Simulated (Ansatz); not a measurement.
CHF2NSi, SMILES `FC1=N[SiH]1F`, 6 atoms. Total charge 0; spin multiplicity 1. All runs use 2 threads of an Arm Neoverse V2 on a shared host. Correlated methods freeze the cores.

How many basis functions does each run have, and how long does it take in Ansatz? RKS r2SCAN-D4/def2-TZVPP energy and forces; RKS PBE0-D4/def2-TZVPP energy; RHF-CCSD(T)/def2-TZVPP energy; RKS ωB97M-V/def2-QZVPP energy; RKS PBE0-D4/def2-QZVPP energy; RHF-MP2/def2-QZVPP energy; direct RPA on PBE orbitals/def2-TZVPP energy; RKS PBE0-D4/def2-TZVP relaxation (8 steps); RKS ωB97M-V/def2-SVP energy; RKS PBE-QIDH (frozen core)/def2-TZVPP energy; RHF-CCSD(T)/def2-SVP energy; RKS HSE06 (plane-wave form)-D4/def2-TZVPP energy. (Best estimate.)

Ansatz gave: Other jobs shared the machine, so times are rough.

```json
{"level": "RKS PBE0-D4/def2-TZVPP", "job": "energy", "functions": "180", "wall time": "2.2 s", "peak host memory (GiB)": "0.36"}
{"level": "RHF-CCSD(T)/def2-SVP", "job": "energy", "functions": "79", "wall time": "2.2 s", "peak host memory (GiB)": "0.35"}
{"level": "RKS HSE06 (plane-wave form)-D4/def2-TZVPP", "job": "energy", "functions": "180", "wall time": "2.4 s", "peak host memory (GiB)": "0.38"}
{"level": "direct RPA on PBE orbitals/def2-TZVPP", "job": "energy", "functions": "180", "wall time": "3.6 s", "peak host memory (GiB)": "0.35"}
{"level": "RKS r2SCAN-D4/def2-TZVPP", "job": "energy and forces", "functions": "180", "wall time": "3.6 s", "peak host memory (GiB)": "0.2"}
{"level": "RKS PBE-QIDH (frozen core)/def2-TZVPP", "job": "energy", "functions": "180", "wall time": "4 s", "peak host memory (GiB)": "0.36"}
{"level": "RKS ωB97M-V/def2-SVP", "job": "energy", "functions": "79", "wall time": "4.2 s", "peak host memory (GiB)": "0.35"}
{"level": "RKS PBE0-D4/def2-QZVPP", "job": "energy", "functions": "328", "wall time": "4.9 s", "peak host memory (GiB)": "0.78"}
{"level": "RHF-MP2/def2-QZVPP", "job": "energy", "functions": "328", "wall time": "12 s", "peak host memory (GiB)": "1.2"}
{"level": "RKS ωB97M-V/def2-QZVPP", "job": "energy", "functions": "328", "wall time": "14 s", "peak host memory (GiB)": "0.94"}
{"level": "RKS PBE0-D4/def2-TZVP", "job": "relaxation (8 steps)", "functions": "167", "wall time": "24 s", "peak host memory (GiB)": "0.33"}
{"level": "RHF-CCSD(T)/def2-TZVPP", "job": "energy", "functions": "180", "wall time": "53 s", "peak host memory (GiB)": "1.8"}
```
